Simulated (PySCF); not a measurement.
CH9BO2SSi2, SMILES CS[SiH2][SiH2]B(O)O, GFN2-xTB optimised geometry.

```
16

C      1.73    -3.11    -1.35
S      2.49    -2.36     0.13
Si     1.67    -0.37     0.00
Si    -0.66    -0.37     0.00
B     -1.43     1.43     0.00
O     -2.12     1.84    -1.08
O     -1.21     2.22     1.08
H      2.04    -2.56    -2.23
H      0.65    -3.10    -1.25
H      2.10    -4.13    -1.41
H      2.35     0.25     1.13
H      2.29     0.20    -1.20
H     -1.12    -1.17    -1.15
H     -1.09    -1.19     1.15
H     -2.49     2.73    -1.08
H     -1.58     3.10     1.09
```

Density from B3LYP/def2-TZVP run with PySCF at that geometry.

Minimum of the electron density along straight lines between bonded atoms, close to the bond critical point (lines longer than 1.1 times the sum of covalent radii, or with two minima, are not listed):

```csv
bond,length / Å,ρ at the minimum / e bohr⁻³,∇²ρ there / e bohr⁻⁵,position (fraction from the first atom)
C1–S2,1.819,0.178,-0.28,0.47
S2–Si3,2.155,0.098,0.08,0.64
Si3–Si4,2.327,0.096,-0.18,0.56
Si4–B5,1.959,0.121,-0.01,0.39
B5–O6,1.352,0.212,1.01,0.33
B5–O7,1.354,0.211,0.99,0.33
C1–H8,1.086,0.284,-0.99,0.64
C1–H9,1.086,0.285,-1.00,0.64
C1–H10,1.085,0.284,-0.99,0.64
Si3–H11,1.460,0.125,0.18,0.50
Si3–H12,1.472,0.123,0.18,0.49
Si4–H13,1.480,0.120,0.17,0.49
Si4–H14,1.478,0.120,0.18,0.49
O6–H15,0.961,0.358,-2.42,0.80
O7–H16,0.961,0.359,-2.42,0.80
```
